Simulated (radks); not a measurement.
Values are calculated unless marked as measured or tabulated.
Spherical quantum dot in the effective-mass picture: electrons in a parabolic well V = omega^2 r^2 / 2 with omega = 2.33, with a point charge +1 (a donor) at the centre, all in effective atomic units (hartree* = m*/eps^2 hartree, bohr* = eps/m* bohr), one dielectric constant everywhere. Level of theory: non-relativistic Kohn-Sham, LDA (Slater exchange, Perdew-Wang correlation), spin-polarised, spherical densities (a radial shooting solver with Libxc functionals). Levels are named by radial order and angular momentum (1s, 1p, 1d, 2s, ...), and open shells are averaged over m.

N = 15, configuration 1s2 1p6 1d(up 5, down 0) 2s2. This is the lowest configuration that the search found. Occupied and some empty levels:

level    occupation  eigenvalue (hartree*)  <r> (bohr*)
1s up             1                 13.783       0.8488
1s down           1                 13.888       0.8353
1p up             3                 15.517        1.172
1p down           3                 15.671        1.168
2s up             1                 17.039        1.205
2s down           1                 17.151        1.215
1d up             5                 17.174        1.372
1d down           0                 17.337        1.375
1f up             0                 18.913        1.531
1f down           0                 19.070        1.537
2p up             0                 19.148        1.391
2p down           0                 19.253        1.396
1g up             0                 20.737        1.668
1g down           0                 20.880        1.676

Energy (hartree*): total 160.928, kinetic 37.276, external 50.612, Hartree 83.722, exchange-correlation -10.682.

Electron density:

r (bohr*)  n(r) (e/bohr*^3)
0.0510                3.675
0.179                 2.791
0.307                 2.103
0.436                 1.608
0.564                 1.287
0.692                 1.103
0.820                 1.003
0.949                0.9341
1.08                 0.8541
1.21                 0.7429
1.33                 0.6024
1.46                 0.4492
1.59                 0.3074
1.72                 0.1921
1.85                 0.1093
1.98                0.05638
2.10                0.02659
2.23                0.01144
2.36               0.004487
2.49               0.001606
